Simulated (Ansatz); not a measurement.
Li6Te2, relaxed as a singlet with RKS PBE0-D4/def2-SVP in Ansatz, starting from the GFN1-xTB geometry. Force threshold 0.02 eV/Å.

In the def2 sets Te takes a core potential; there is no spin–orbit coupling. The restricted singlet is unstable towards broken spin symmetry in Hartree–Fock (as tested in another run); at PBE0-D4/def2-SVP this wasn't settled. Another isomer (singlet) lies 0.97 eV lower at PBE0-D4/def2-TZVP; other spin states weren't run for this one.

Start:

```xyz
8

Li   -1.868    0.774    1.712
Li    1.644   -1.272   -1.617
Li    0.491    1.229   -0.247
Li   -0.377   -0.939    0.207
Li   -1.080   -0.308   -2.393
Li    0.911   -0.172    2.480
Te   -2.182    1.143   -0.717
Te    2.462   -0.456    0.573
```

```tsv
step	energy (eV)	largest force component (eV/Å)	SCF passes
1	-15816.5379	0.680	48
2	-15817.2454	0.370	35
3	-15817.4082	0.099	35
4	-15817.4197	0.048	35
5	-15817.4336	0.021	34
6	-15817.4395	0.064	33
7	-15817.4428	0.028	33
8	-15817.4439	0.024	32
9	-15817.4453	0.015	33
```

Force components are those of the run's own axes.

End:

```xyz
8

Li   -1.9632    1.1531    1.9974
Li    1.9528   -1.1867   -1.9916
Li    0.5243    1.3134   -0.2544
Li   -0.5135   -1.2833    0.2513
Li   -1.0706   -0.1430   -2.8333
Li    1.0554    0.1074    2.8396
Te   -2.0280    0.7220   -0.5713
Te    2.0429   -0.6829    0.5623
```

Bonds lost: Li2–Li5 (atoms count from 1). Metal–metal contacts that move far: Li4–Li6 2.72 to 3.33 Å, Li1–Li4 2.72 to 3.33 Å, Li2–Li4 2.74 to 3.34 Å, Li4–Li5 2.77 to 3.34 Å.

No frequencies were taken in this run, so the end may be a saddle point.

It took 21 s on 4 threads of INTEL XEON PLATINUM 8581C on a shared host.
